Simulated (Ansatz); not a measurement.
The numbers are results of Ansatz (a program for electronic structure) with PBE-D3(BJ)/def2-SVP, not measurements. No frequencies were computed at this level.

Ansatz 0.2 input:
```yaml
crystal:
  periodic: [false, false, false]
  atoms:
    - { symbol: W, position_ang: [0.048472, 0.060928, 0.019157] }
    - { symbol: Cl, position_ang: [1.785825, 0.656611, -1.376927] }
    - { symbol: Cl, position_ang: [-0.485915, 2.257902, 0.058902] }
    - { symbol: Cl, position_ang: [1.446242, -0.168805, 1.781678] }
    - { symbol: Cl, position_ang: [-1.65492, -0.457016, 1.486096] }
    - { symbol: C, position_ang: [0.537908, -2.025452, -0.482589] }
    - { symbol: H, position_ang: [1.593174, -2.25582, -0.277044] }
    - { symbol: H, position_ang: [0.378178, -2.352074, -1.514837] }
    - { symbol: H, position_ang: [-0.038576, -2.730698, 0.135604] }
    - { symbol: C, position_ang: [-1.447904, -0.147935, -1.581556] }
    - { symbol: H, position_ang: [-2.318398, 0.502224, -1.411175] }
    - { symbol: H, position_ang: [-1.87235, -1.142215, -1.754533] }
    - { symbol: H, position_ang: [-1.038618, 0.164299, -2.554902] }
basis:
  gaussian: { orbitals: def2-svp }
hamiltonian:
  xc: pbe
  dispersion: d3bj
relax:
  max_steps: 150
```

Output:

```
Functional definition: PBE
1751 factors; their error is unknown
mean field evaluation 1: about -54034.2620 eV, gradient 8.3e1 eV
mean field evaluation 2: about -53713.0553 eV, gradient 2.7e2 eV
mean field evaluation 4: about -54036.6949 eV, gradient 8.2e1 eV
mean field evaluation 8: about -54052.1346 eV, gradient 7.0e-1 eV
mean field evaluation 16: about -54052.0386 eV, gradient 2.0e-2 eV
mean field -54052.03862561 eV, -1986.3757817034 hartree, gradient 2.7e-5 eV, S^2 0.000000; 0 other end points of the search recorded, 0 dependent functions left out
reference -54052.03869572 eV, -1986.3757842800 hartree; 50, 50 occupied and 112, 112 virtual orbitals, 1751 factors
relax step   1: F+E_penalty+E_count = -54052.59824782 eV  Δ(F+E_penalty+E_count) = +0.000e0 eV  max|allowed force component| = 1.389e0 eV/Å  Δτ_max = 0.0000 Å  (36 SCF iters, accepted)
these checks for a lower state are left out or cut short: starts, cluster_reference, orbital_swaps, neighbouring_geometries, increment
1751 factors; their error is unknown
mean field evaluation 32: about -54052.3926 eV, gradient 1.2e-5 eV
mean field -54052.39260671 eV, -1986.3887902688 hartree, gradient 1.2e-5 eV, S^2 0.000000; 0 other end points of the search recorded, 0 dependent functions left out
reference -54052.39267622 eV, -1986.3887928233 hartree; 50, 50 occupied and 112, 112 virtual orbitals, 1751 factors
relax step   2: F+E_penalty+E_count = -54052.95126223 eV  Δ(F+E_penalty+E_count) = -3.530e-1 eV  max|allowed force component| = 3.734e-1 eV/Å  Δτ_max = 0.1908 Å  (45 SCF iters, accepted)
these checks for a lower state are left out or cut short: starts, cluster_reference, orbital_swaps, neighbouring_geometries, increment
1751 factors; their error is unknown
mean field -54052.48355714 eV, -1986.3921326356 hartree, gradient 1.0e-5 eV, S^2 0.000000; 0 other end points of the search recorded, 0 dependent functions left out
reference -54052.48362676 eV, -1986.3921351941 hartree; 50, 50 occupied and 112, 112 virtual orbitals, 1751 factors
relax step   3: F+E_penalty+E_count = -54053.04675137 eV  Δ(F+E_penalty+E_count) = -9.549e-2 eV  max|allowed force component| = 4.373e-1 eV/Å  Δτ_max = 0.1917 Å  (40 SCF iters, accepted)
these checks for a lower state are left out or cut short: starts, cluster_reference, orbital_swaps, neighbouring_geometries, increment
1751 factors; their error is unknown
mean field -54052.53536641 eV, -1986.3940365910 hartree, gradient 1.9e-5 eV, S^2 0.000000; 0 other end points of the search recorded, 0 dependent functions left out
reference -54052.53543609 eV, -1986.3940391517 hartree; 50, 50 occupied and 112, 112 virtual orbitals, 1751 factors
relax step   4: F+E_penalty+E_count = -54053.09993335 eV  Δ(F+E_penalty+E_count) = -5.318e-2 eV  max|allowed force component| = 3.697e-1 eV/Å  Δτ_max = 0.0885 Å  (39 SCF iters, accepted)
these checks for a lower state are left out or cut short: starts, cluster_reference, orbital_swaps, neighbouring_geometries, increment
1751 factors; their error is unknown
mean field -54052.59535478 eV, -1986.3962411231 hartree, gradient 2.0e-5 eV, S^2 0.000000; 0 other end points of the search recorded, 0 dependent functions left out
reference -54052.59542460 eV, -1986.3962436891 hartree; 50, 50 occupied and 112, 112 virtual orbitals, 1751 factors
relax step   5: F+E_penalty+E_count = -54053.15788714 eV  Δ(F+E_penalty+E_count) = -5.795e-2 eV  max|allowed force component| = 1.735e-1 eV/Å  Δτ_max = 0.1999 Å  (38 SCF iters, accepted)
these checks for a lower state are left out or cut short: starts, cluster_reference, orbital_swaps, neighbouring_geometries, increment
1751 factors; their error is unknown
mean field evaluation 64: about -54052.6285 eV, gradient 1.6e-5 eV
mean field -54052.62847645 eV, -1986.3974583220 hartree, gradient 1.6e-5 eV, S^2 0.000000; 0 other end points of the search recorded, 0 dependent functions left out
reference -54052.62854664 eV, -1986.3974609014 hartree; 50, 50 occupied and 112, 112 virtual orbitals, 1751 factors
relax step   6: F+E_penalty+E_count = -54053.18984589 eV  Δ(F+E_penalty+E_count) = -3.196e-2 eV  max|allowed force component| = 2.043e-1 eV/Å  Δτ_max = 0.1998 Å  (38 SCF iters, accepted)
these checks for a lower state are left out or cut short: starts, cluster_reference, orbital_swaps, neighbouring_geometries, increment
1751 factors; their error is unknown
mean field -54052.63586169 eV, -1986.3977297246 hartree, gradient 1.1e-5 eV, S^2 0.000000; 0 other end points of the search recorded, 0 dependent functions left out
reference -54052.63593143 eV, -1986.3977322874 hartree; 50, 50 occupied and 112, 112 virtual orbitals, 1751 factors
relax step   7: F+E_penalty+E_count = -54053.19828950 eV  Δ(F+E_penalty+E_count) = -8.444e-3 eV  max|allowed force component| = 6.902e-2 eV/Å  Δτ_max = 0.0662 Å  (39 SCF iters, accepted)
these checks for a lower state are left out or cut short: starts, cluster_reference, orbital_swaps, neighbouring_geometries, increment
1751 factors; their error is unknown
mean field -54052.63972063 eV, -1986.3978715379 hartree, gradient 1.4e-5 eV, S^2 0.000000; 0 other end points of the search recorded, 0 dependent functions left out
reference -54052.63979042 eV, -1986.3978741027 hartree; 50, 50 occupied and 112, 112 virtual orbitals, 1751 factors
relax step   8: F+E_penalty+E_count = -54053.20153441 eV  Δ(F+E_penalty+E_count) = -3.245e-3 eV  max|allowed force component| = 3.334e-2 eV/Å  Δτ_max = 0.0411 Å  (34 SCF iters, accepted)
these checks for a lower state are left out or cut short: starts, cluster_reference, orbital_swaps, neighbouring_geometries, increment
1751 factors; their error is unknown
mean field -54052.64158677 eV, -1986.3979401175 hartree, gradient 2.2e-5 eV, S^2 0.000000; 0 other end points of the search recorded, 0 dependent functions left out
reference -54052.64165651 eV, -1986.3979426802 hartree; 50, 50 occupied and 112, 112 virtual orbitals, 1751 factors
relax step   9: F+E_penalty+E_count = -54053.20262064 eV  Δ(F+E_penalty+E_count) = -1.086e-3 eV  max|allowed force component| = 4.500e-2 eV/Å  Δτ_max = 0.0440 Å  (33 SCF iters, accepted)
these checks for a lower state are left out or cut short: starts, cluster_reference, orbital_swaps, neighbouring_geometries, increment
1751 factors; their error is unknown
mean field -54052.64243365 eV, -1986.3979712396 hartree, gradient 1.0e-5 eV, S^2 0.000000; 0 other end points of the search recorded, 0 dependent functions left out
reference -54052.64250328 eV, -1986.3979737984 hartree; 50, 50 occupied and 112, 112 virtual orbitals, 1751 factors
relax step  10: F+E_penalty+E_count = -54053.20296312 eV  Δ(F+E_penalty+E_count) = -3.425e-4 eV  max|allowed force component| = 2.882e-2 eV/Å  Δτ_max = 0.0354 Å  (33 SCF iters, accepted)
these checks for a lower state are left out or cut short: starts, cluster_reference, orbital_swaps, neighbouring_geometries, increment
1751 factors; their error is unknown
mean field evaluation 96: about -54052.7427 eV, gradient 2.0e-3 eV
mean field -54052.64252633 eV, -1986.3979746455 hartree, gradient 8.7e-6 eV, S^2 0.000000; 0 other end points of the search recorded, 0 dependent functions left out
reference -54052.64259593 eV, -1986.3979772032 hartree; 50, 50 occupied and 112, 112 virtual orbitals, 1751 factors
relax step  11: F+E_penalty+E_count = -54053.20310260 eV  Δ(F+E_penalty+E_count) = -1.395e-4 eV  max|allowed force component| = 2.155e-2 eV/Å  Δτ_max = 0.0067 Å  (34 SCF iters, accepted)
these checks for a lower state are left out or cut short: starts, cluster_reference, orbital_swaps, neighbouring_geometries, increment
1751 factors; their error is unknown
mean field -54052.64245585 eV, -1986.3979720555 hartree, gradient 9.0e-6 eV, S^2 0.000000; 0 other end points of the search recorded, 0 dependent functions left out
reference -54052.64252544 eV, -1986.3979746128 hartree; 50, 50 occupied and 112, 112 virtual orbitals, 1751 factors
relax step  12: F+E_penalty+E_count = -54053.20315746 eV  Δ(F+E_penalty+E_count) = -5.486e-5 eV  max|allowed force component| = 8.277e-3 eV/Å  Δτ_max = 0.0036 Å  (35 SCF iters, accepted)
1751 factors; their error is unknown
mean field evaluation 128: about -54052.6425 eV, gradient 2.0e-3 eV
mean field -54052.64245585 eV, -1986.3979720555 hartree, gradient 1.3e-5 eV, S^2 0.000000; 1 other end points of the search recorded, 0 dependent functions left out
reference -54052.64252544 eV, -1986.3979746128 hartree; 50, 50 occupied and 112, 112 virtual orbitals, 1751 factors
Total energy: -54053.20322704 eV, -1986.4185800168 hartree
Atom 0 at     0.070461     0.110484     0.064238 Å, force    -0.001305    -0.003221    -0.003406 eV/Å
Atom 1 at     2.141986     0.695030    -0.826287 Å, force     0.000463    -0.000625     0.000190 eV/Å
Atom 2 at    -0.503530     2.273806    -0.608507 Å, force    -0.000834     0.001597    -0.000133 eV/Å
Atom 3 at     1.204586    -0.776826     1.905022 Å, force     0.001199    -0.000613     0.001227 eV/Å
Atom 4 at    -1.707674     0.194219     1.566583 Å, force    -0.000769     0.000441    -0.000350 eV/Å
Atom 5 at     0.591439    -1.825843    -0.781785 Å, force     0.003521     0.006131    -0.005157 eV/Å
Atom 6 at     1.625241    -2.104681    -0.513019 Å, force    -0.000166    -0.000247    -0.000454 eV/Å
Atom 7 at     0.456871    -1.872680    -1.877185 Å, force     0.000357     0.000929     0.004435 eV/Å
Atom 8 at    -0.114438    -2.533062    -0.295061 Å, force    -0.004138    -0.004867     0.002008 eV/Å
Atom 9 at    -1.523548    -0.397798    -1.327683 Å, force    -0.001820    -0.003983     0.008277 eV/Å
Atom 10 at    -2.375386     0.295599    -1.216896 Å, force    -0.000465    -0.000162    -0.000146 eV/Å
Atom 11 at    -1.868202    -1.442913    -1.231917 Å, force     0.001858     0.004443     0.000197 eV/Å
Atom 12 at    -1.064689    -0.253385    -2.329628 Å, force     0.002100     0.000177    -0.006689 eV/Å
Dipole moment:    -0.147124    -0.335087    -0.306750 e Å
```

Cost: around 110 core-seconds (rough).
